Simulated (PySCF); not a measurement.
All values below come from TPSSh-D3(BJ)/def2-TZVP // PBE-D3(BJ)/def2-SVP in PySCF. All species are isolated molecules in the gas phase. One relaxed conformer stands for a flexible species; it need not be the lowest. 

Reference species: [W(OH)6] (neutral, multiplicity 1).

```
Item                    Value
-------------------  --------
coordination number         6
LUMO                 -3.18 eV
HOMO–LUMO gap         4.71 eV
```

Changed species: [W(OH)4(NH2)2] (2 of 6 OH replaced by NH2; the reference has 0 of 6 OH replaced by NH2).

Question: Give the shifts of the coordination number, LUMO and HOMO–LUMO gap.

Answer: the coordination number hardly moves; the LUMO rises by 0.57 eV, to -2.61 eV; the HOMO–LUMO gap falls by 0.63 eV, to 4.08 eV.
